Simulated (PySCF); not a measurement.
Species: C5H8O2S.
Geometry (PBE0-D3(BJ)/def2-SVP, Å), atoms numbered from 1 in this order:
```xyz
16
C5H8O2S angstrom
C      2.5822    0.6406   -0.3594
O      1.6129   -0.1460   -1.0341
C      0.3975   -0.2468   -0.5032
C     -0.7375   -0.4725   -1.1780
C     -1.9581   -0.6843   -0.3371
C     -1.6190   -0.1237    1.0402
S      0.1821   -0.3298    1.3201
O      0.6863    0.9338    1.9647
H      3.4342    0.7249   -1.0449
H      2.9120    0.1619    0.5753
H      2.1877    1.6376   -0.1128
H     -0.7469   -0.5479   -2.2680
H     -2.2102   -1.7578   -0.2667
H     -2.8476   -0.1889   -0.7601
H     -2.1666   -0.5818    1.8749
H     -1.7234    0.9718    1.0846
```

Level: B3LYP/def2-SVPD in PySCF, non-relativistic, on one gas-phase PBE0-D3(BJ)/def2-SVP geometry that isn't relaxed in the solvent. The solvent is an IEF-PCM continuum (cavity from Bondi-type radii × 1.2), and excitations are vertical TDDFT with non-equilibrium linear response and a frozen core. Only the electrostatic response of the medium enters.

```json
{"run": "gas", "E − E(gas) (kJ/mol)": "0.00", "HOMO (eV)": "-6.44", "HOMO–LUMO gap (eV)": "5.68", "dipole (D)": "2.98", "lowest singlet (eV)": "4.70", "static polarisability (au)": "88.2"}
{"run": "P", "E − E(gas) (kJ/mol)": "-34.11", "HOMO (eV)": "-6.47", "HOMO–LUMO gap (eV)": "5.77", "dipole (D)": "4.38", "lowest singlet (eV)": "4.90", "static polarisability (au)": "121.5"}
{"run": "Q", "E − E(gas) (kJ/mol)": "-13.65", "HOMO (eV)": "-6.44", "HOMO–LUMO gap (eV)": "5.73", "dipole (D)": "3.49", "lowest singlet (eV)": "4.77", "static polarisability (au)": "99.8"}
```

**Question.** The runs were made in cyclohexane and methanol. Which run belongs to which solvent?

**Answer.** P = methanol, Q = cyclohexane. The dielectric constants are 2.017 (cyclohexane), 32.61 (methanol), and the energy falls further as ε rises. The optical constants n² used for the excitations are 2.04, 1.77 in the same order. In this model the ground state sees the solvent through ε alone.

**Question.** How constant is the ratio of the lowering to (ε − 1)/(2ε + 1)?

**Answer.** 
| solvent | (ε − 1)/(2ε + 1) | E − E(gas) (kJ/mol) | ratio (kJ/mol) | polarisation term (kJ/mol) |
| --- | --- | --- | --- | --- |
| cyclohexane | 0.202 | -13.65 | -67.6 | -14.77 |
| methanol | 0.477 | -34.11 | -71.4 | -41.71 |

The ratio changes by +5.7 % in size from cyclohexane to methanol. The polarisation term is half the interaction of the solute with the induced surface charges.
